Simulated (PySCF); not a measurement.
PySCF input file for SnHCl2Br, SMILES [Cl][SnH]([Br])[Cl], TDA-PBE/def2-SVPD. Geometry: PBE0-D3(BJ)/def2-SVP. The structure was generated by enumeration; whether it is a known compound was not checked. The def2 effective core potentials stand for the cores of Sn; spin–orbit coupling is left out.

```python
import numpy as np
from pyscf import gto, scf, dft, tdscf

mol = gto.M(
    atom='''
    Sn   -0.40812377    0.44490014   -0.00000000
    Cl   -1.41178362   -0.50808395    1.87449724
    Cl   -1.41178362   -0.50808395   -1.87449724
    Br    1.97193292   -0.20294522    0.00000000
    H    -0.61082063    2.13292990   -0.00000000
    ''',
    basis='def2-SVPD',
    ecp={'Sn': 'def2-svp'},
    charge=0,
    spin=0,
    symmetry=True,
    max_memory=1600,
    verbose=4,
)
mf = dft.RKS(mol, xc='pbe').density_fit(auxbasis='def2-universal-jkfit')
mf.grids.level = 3
mf.conv_tol = 1e-9
mf.max_cycle = 100
mf.kernel()
mf.grids = dft.Grids(mol).set(level=1).build(with_non0tab=True)  # coarser grid for the response kernel
td = tdscf.TDA(mf)
td.singlet = True
td.nstates = 10
td.conv_tol = 1e-4
td.positive_eig_threshold = 1e-6
td.kernel(x0=td.get_init_guess(mf, 15))
td.analyze()
tt = tdscf.TDA(mf)
tt.singlet = False
tt.nstates = 4
tt.conv_tol = 1e-4
tt.positive_eig_threshold = 1e-6
tt.kernel(x0=tt.get_init_guess(mf, 9))
tt.analyze(verbose=3)
```

Log of the run:

```
PySCF version 2.14.0

[INPUT] verbose = 4
[INPUT] num. atoms = 5
[INPUT] num. electrons = 92
[INPUT] charge = 0
[INPUT] spin (= nelec alpha-beta = 2S) = 0
[INPUT] symmetry True subgroup None
[INPUT] Mole.unit = angstrom
[INPUT] Symbol           X                Y                Z      unit          X                Y                Z       unit  Magmom
[INPUT]  1 Sn    -0.408123770000   0.444900140000   0.000000000000 AA   -0.771242150225   0.840739417381   0.000000000000 Bohr   0.0
[INPUT]  2 Cl    -1.411783620000  -0.508083950000   1.874497240000 AA   -2.667884388947  -0.960139513787   3.542286404853 Bohr   0.0
[INPUT]  3 Cl    -1.411783620000  -0.508083950000  -1.874497240000 AA   -2.667884388947  -0.960139513787  -3.542286404853 Bohr   0.0
[INPUT]  4 Br     1.971932920000  -0.202945220000   0.000000000000 AA    3.726413154814  -0.383510884090   0.000000000000 Bohr   0.0
[INPUT]  5 H     -0.610820630000   2.132929900000   0.000000000000 AA   -1.154283701934   4.030653353896   0.000000000000 Bohr   0.0

nuclear repulsion = 555.706765966926
point group symmetry = Cs
symmetry origin: [-1.57477229e-10 -1.57477176e-09  0.00000000e+00]
symmetry axis x: [1.00000000e+00 1.23649279e-10 3.76059017e-17]
symmetry axis y: [ 1.23649279e-10 -1.00000000e+00 -5.87924950e-18]
symmetry axis z: [ 0.00000000e+00 -5.87918246e-18  1.00000000e+00]
num. orbitals of irrep A' = 83
num. orbitals of irrep A" = 52
number of shells = 53
number of NR pGTOs = 250
number of NR cGTOs = 135
basis = def2-SVPD
ecp = {'Sn': 'def2-svp'}


******** <class 'pyscf.df.df_jk.DFSymAdaptedRKS'> ********
method = DFSymAdaptedRKS
initial guess = minao
damping factor = 0
level_shift factor = 0
DIIS = <class 'pyscf.scf.diis.CDIIS'>
diis_start_cycle = 1
diis_space = 8
diis_damp = 0
SCF conv_tol = 1e-09
SCF conv_tol_grad = None
SCF max_cycles = 100
direct_scf = False
XC library pyscf.dft.libxc version 7.1.2
    S. Lehtola, C. Steigemann, M. J. T. Oliveira, and M. A. L. Marques,  SoftwareX 7, 1–5 (2018)
XC functionals = pbe
    J. P. Perdew, K. Burke, and M. Ernzerhof,  Phys. Rev. Lett. 77, 3865 (1996)
    J. P. Perdew, K. Burke, and M. Ernzerhof,  Phys. Rev. Lett. 78, 1396 (1997)
    J. P. Perdew, K. Burke, and M. Ernzerhof,  Phys. Rev. Lett. 77, 3865 (1996)
    J. P. Perdew, K. Burke, and M. Ernzerhof,  Phys. Rev. Lett. 78, 1396 (1997)
radial grids:
    Treutler-Ahlrichs [JCP 102, 346 (1995); DOI:10.1063/1.469408] (M4) radial grids

becke partition: Becke, JCP 88, 2547 (1988); DOI:10.1063/1.454033
pruning grids: <function nwchem_prune>
grids dens level: 3
symmetrized grids: True
atomic radii adjust function: <function treutler_atomic_radii_adjust>
small_rho_cutoff = 0
Freeze 0 electrons in irreps []
    92 free electrons in irreps A' A"
Set gradient conv threshold to 3.16228e-05
Initial guess from minao.
tot grids = 89952
init E= -3684.39888338828
HOMO (A") = -0.62977651202713  LUMO (A') = -0.589404818036487  gap/eV = 1.09857
cycle= 1 E= -3705.0090305654  delta_E= -20.6  |g|= 3.57  |ddm|= 9.75
HOMO (A") = 0.0367930964982625  LUMO (A') = 0.0410744203187066  gap/eV = 0.11650
cycle= 2 E= -3646.85806549048  delta_E= 58.2  |g|= 9.23  |ddm|= 27.9
HOMO (A") = -0.357155831939465  LUMO (A') = -0.32048758685932  gap/eV = 0.99779
cycle= 3 E= -3707.77236128393  delta_E= -60.9  |g|= 1.32  |ddm|= 26.9
HOMO (A") = -0.250253501304811  LUMO (A') = -0.146473794837405  gap/eV = 2.82399
cycle= 4 E= -3707.93373905266  delta_E= -0.161  |g|= 0.978  |ddm|= 3.08
HOMO (A') = -0.2430321935107  LUMO (A') = -0.146319022938215  gap/eV = 2.63170
cycle= 5 E= -3708.15962888003  delta_E= -0.226  |g|= 0.431  |ddm|= 1.67
HOMO (A") = -0.290720069782696  LUMO (A') = -0.145236137790789  gap/eV = 3.95882
cycle= 6 E= -3708.21477297049  delta_E= -0.0551  |g|= 0.221  |ddm|= 0.991
HOMO (A") = -0.284818304525453  LUMO (A') = -0.134841668543537  gap/eV = 4.08107
cycle= 7 E= -3708.22571793957  delta_E= -0.0109  |g|= 0.0274  |ddm|= 0.312
HOMO (A") = -0.284294079964092  LUMO (A') = -0.13446323047188  gap/eV = 4.07711
cycle= 8 E= -3708.2259798581  delta_E= -0.000262  |g|= 0.00693  |ddm|= 0.0649
HOMO (A") = -0.283215853353733  LUMO (A') = -0.134355959712188  gap/eV = 4.05068
cycle= 9 E= -3708.22599611488  delta_E= -1.63e-05  |g|= 0.00339  |ddm|= 0.0197
HOMO (A") = -0.283676917519624  LUMO (A') = -0.134493753377164  gap/eV = 4.05948
cycle= 10 E= -3708.22600054777  delta_E= -4.43e-06  |g|= 0.000627  |ddm|= 0.00605
HOMO (A") = -0.283677502715284  LUMO (A') = -0.134471542813202  gap/eV = 4.06010
cycle= 11 E= -3708.22600067087  delta_E= -1.23e-07  |g|= 9.36e-05  |ddm|= 0.000786
HOMO (A") = -0.283675024014979  LUMO (A') = -0.134467063174142  gap/eV = 4.06016
cycle= 12 E= -3708.22600067441  delta_E= -3.54e-09  |g|= 1.87e-05  |ddm|= 0.000173
HOMO (A") = -0.283674452592175  LUMO (A') = -0.134467229507266  gap/eV = 4.06014
cycle= 13 E= -3708.22600067449  delta_E= -8.46e-11  |g|= 9.28e-06  |ddm|= 3.5e-05
HOMO (A") = -0.283676509258028  LUMO (A') = -0.134468683013317  gap/eV = 4.06015
Extra cycle  E= -3708.22600067444  delta_E= 4.73e-11  |g|= 1.55e-05  |ddm|= 3.76e-05
converged SCF energy = -3708.22600067444
tot grids = 30464
Overwritten attributes  positive_eig_threshold  of <class 'pyscf.tdscf.rks.TDA'>


******** <class 'pyscf.tdscf.rks.TDA'> for <class 'pyscf.df.df_jk.DFSymAdaptedRKS'> ********
nstates = 10 singlet
deg_eia_thresh = 1.000e-03
wfnsym = None
conv_tol = 0.0001
eigh lindep = 1e-12
eigh level_shift = 0
eigh max_cycle = 100


Excitation energies (eV)
[4.22573311 4.32998268 4.69653172 4.76318654 4.78264381 4.90856278
 6.10551624 6.14823183 6.14987404 6.21845284]

** Singlet excitation energies and oscillator strengths **
Excited State   1:   A"      4.22573 eV    293.40 nm  f=0.0041
      46 -> 47        0.70097
Excited State   2:   A'      4.32998 eV    286.34 nm  f=0.0138
      45 -> 47        0.69582
Excited State   3:   A"      4.69653 eV    263.99 nm  f=0.0242
      43 -> 47       -0.69327
Excited State   4:   A"      4.76319 eV    260.30 nm  f=0.0004
      42 -> 47        0.70557
Excited State   5:   A'      4.78264 eV    259.24 nm  f=0.0330
      41 -> 47        0.12323
      44 -> 47        0.67813
Excited State   6:   A'      4.90856 eV    252.59 nm  f=0.0263
      41 -> 47       -0.68023
      44 -> 47        0.11520
Excited State   7:   A"      6.10552 eV    203.07 nm  f=0.0002
      45 -> 48        0.69832
Excited State   8:   A"      6.14823 eV    201.66 nm  f=0.0102
      46 -> 49        0.69507
Excited State   9:   A'      6.14987 eV    201.60 nm  f=0.0044
      40 -> 47       -0.16734
      45 -> 49        0.39470
      46 -> 48       -0.55690
Excited State  10:   A'      6.21845 eV    199.38 nm  f=0.0088
      40 -> 47        0.30420
      45 -> 49        0.55813
      46 -> 48        0.30114

** Transition electric dipole moments (AU) **
state          X           Y           Z        Dip. S.      Osc.
  1         0.0000      0.0000      0.1986      0.0394      0.0041
  2         0.2660      0.2440     -0.0000      0.1303      0.0138
  3        -0.0000      0.0000     -0.4583      0.2100      0.0242
  4        -0.0000     -0.0000      0.0608      0.0037      0.0004
  5        -0.3430      0.4050      0.0000      0.2817      0.0330
  6        -0.4549     -0.1086      0.0000      0.2188      0.0263
  7        -0.0000     -0.0000     -0.0407      0.0017      0.0002
  8         0.0000     -0.0000      0.2597      0.0675      0.0102
  9         0.1418      0.0946     -0.0000      0.0290      0.0044
 10        -0.1065      0.2153     -0.0000      0.0577      0.0088

WARN: ECP detected. Skipping calculation of transition velocity and magnetic dipole moments, which have not yet been implemented.



******** <class 'pyscf.tdscf.rks.TDA'> for <class 'pyscf.df.df_jk.DFSymAdaptedRKS'> ********
nstates = 4 triplet
deg_eia_thresh = 1.000e-03
wfnsym = None
conv_tol = 0.0001
eigh lindep = 1e-12
eigh level_shift = 0
eigh max_cycle = 100


Excitation energies (eV)
[3.92057758 3.93375044 4.24952123 4.31796173]

** Triplet excitation energies and oscillator strengths **
Excited State   1:   A"      3.92058 eV    316.24 nm  f=0.0000
Excited State   2:   A'      3.93375 eV    315.18 nm  f=0.0000
Excited State   3:   A'      4.24952 eV    291.76 nm  f=0.0000
Excited State   4:   A"      4.31796 eV    287.14 nm  f=0.0000
```

The calculation finished and met its thresholds.

Cost: roughly 29 core-seconds.
